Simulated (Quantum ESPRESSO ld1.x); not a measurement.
Q: Radial electron density D(r) = 4 pi r^2 rho(r) of an atom or ion with 3 electrons. All-electron calculation, non-relativistic Kohn-Sham, LDA (Slater exchange, Perdew-Zunger correlation), spin-polarised, spherical densities, point nucleus. Program: ld1.x of Quantum ESPRESSO 7.5.

r (bohr)  D(r) (e/bohr)  spin D(r)
0.002589          4.282      0.241
0.003112          5.896      0.331
0.00377           8.146      0.456
0.004568          11.11      0.620
0.005535          14.92      0.829
0.006707          19.66       1.08
0.008126          25.32       1.38
0.009846          31.72       1.69
0.01193           38.40       1.99
0.01446           44.62       2.21
0.01752           49.31       2.26
0.02122           51.29       2.07
0.02551           49.68       1.62
0.03091           44.04      0.932
0.03745           35.12      0.253
0.04538           24.89    0.00626
0.05499           15.93      0.681
0.06663           10.32       2.53
0.08073           8.389       5.21
0.09782           8.632       7.64
0.1185            8.743       8.52
0.1436            7.320       7.29
0.1726            4.812       4.81
0.2092            2.283       2.28
0.2534           0.7495      0.749
0.3071           0.1594      0.159
0.3721          0.02022     0.0202
0.4508         0.001380    0.00138

What is the nuclear charge?

A: Z = 46. The innermost maximum, from 1s, lies near 1/Z = 0.0217 bohr (found: 0.0214), and its height grows with Z. The density is that of the palladium ion Pd43+ in [He] 2s1; the configuration itself is not fixed sharply by these data, and Z only to a few units. D(r) has 2 maxima, at r = 0.0214, 0.110 bohr, and minima at 0.0847 bohr, inside which lie 2.11 electrons.
